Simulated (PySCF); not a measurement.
[Bi(NH3)]3+ at several levels of theory

Computed with PySCF 2.14.0 (density fitting, no spin-orbit coupling) at the geometry relaxed with PBE0:

```xyz
5
[Bi(NH3)]3+ (singlet)
Bi    0.0000    0.0000   -0.1626
N     0.0000    0.0000    2.1554
H     0.9661    0.0000    2.5752
H    -0.4831    0.8366    2.5752
H    -0.4830   -0.8367    2.5752
```

```
level                                              basis    state  HOMO (eV)  gap (eV)  charge on Bi1 (e)  dipole about the centre of mass (D)  largest force component (eV/Å)
 PBE0     Bi def2-SVP with ECP60, N def2-SVP, H def2-SVP  singlet     -29.27      5.84               2.35                                 7.31                            0.01
M06-L                                           the same  singlet     -28.11      4.25               2.39                                 7.07                            0.25
 PBE0  Bi def2-TZVP with ECP60, N def2-TZVP, H def2-TZVP  singlet     -29.17      5.78               2.30                                 7.43                            0.50
```

Charges are Mulliken's, which hang on the basis. The relaxation used the grid (50, 194), these runs (75, 302) or, all-electron (x2c bases, spin-free X2C Hamiltonian), (99, 590).

Question: What does B3LYP with Bi def2-SVP with ECP60, N def2-SVP, H def2-SVP give here?

Answer: state singlet, HOMO (eV) -29.06, gap (eV) 5.22, charge on Bi1 (e) 2.33, dipole about the centre of mass (D) 7.39, largest force component (eV/Å) 0.21. Time: 1.9 s on 2 threads of Arm Neoverse N1 (shared host), from an already converged density.

In the first row's basis the gap widens with exact exchange: 4.2 eV for M06-L (none); 5.2 to 5.8 eV for B3LYP, PBE0 (a fixed share).
